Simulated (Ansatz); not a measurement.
`F[CH2][SnH2][Br]` + HBr → `[Br][SnH2][Br]` + fluoromethane at 400 K and 1 bar (ligand exchange at the Sn–C bond).

Calculated with Ansatz (gas phase, PBE0-D4/def2-TZVP geometries, no zero-point term in ΔE). CBS: MP2 limit from def2 TZ/QZ plus the TZ coupled-cluster correction, frozen cores. This one scheme is used for every species. Elements past krypton have def2 core potentials. For Br, Sn outer-core shells are correlated without core-valence functions, which leaves a few kJ/mol of doubt a bond. Scalar relativity is left out up to krypton. One conformer a species, not always the lowest.

```tsv
species	CCSD(T)/CBS energy (Eh)	H − E (kJ/mol)	S (J/(mol·K))
`F[CH2][SnH2][Br]`	-2927.60980	145.4	399.0
HBr	-2573.91920	27.6	207.2
`[Br][SnH2][Br]`	-5361.94777	65.0	360.9
`CF`	-139.63461	117.5	234.3
```

H − E and S are ideal-gas, rigid-rotor, harmonic terms from PBE0-D4/def2-TZVP, for one conformer and one mirror image of each species. 1 Eh = 2625.50 kJ/mol, R = 8.31446 J/(mol·K).

Question: By hand: ΔE, ΔH, ΔS and ΔG.

Answer: ΔE = (-5361.94777) + (-139.63461) − (-2927.60980) − (-2573.91920) = -0.05338 Eh = -140.1 kJ/mol. Δ(H − E) = 65.0 + 117.5 − 145.4 − 27.6 = 9.5, so ΔH = -130.6 kJ/mol. ΔS = 360.9 + 234.3 − 399.0 − 207.2 = -11.0 J/(mol·K). ΔG = -130.6 − 400 × (-11.0)/1000 = -126.2 kJ/mol.

Question: By hand: the equilibrium constant, and the temperature at which ΔG would vanish if ΔH and ΔS stayed fixed.

Answer: log₁₀ K = −ΔG/(RT ln 10) = 16.5. ΔG = 0 at ΔH/ΔS = 11873 K, far beyond where these terms or the molecules hold.

The number of gas molecules stays the same, so ΔS is small and ΔH decides. A doubt of 5 kJ/mol in ΔE shifts log₁₀ K by 0.7 here. Other conformers and mirror images would add mixing entropy, several J/(mol·K) or more a flexible species. Modes under 60 cm⁻¹, often nearly free rotors, make the harmonic entropy too high. These are equilibria of isolated gas molecules and say nothing of rates. Largest T1 diagnostic: 0.011 (customary marks: 0.02 for closed shells, 0.045 for open ones).
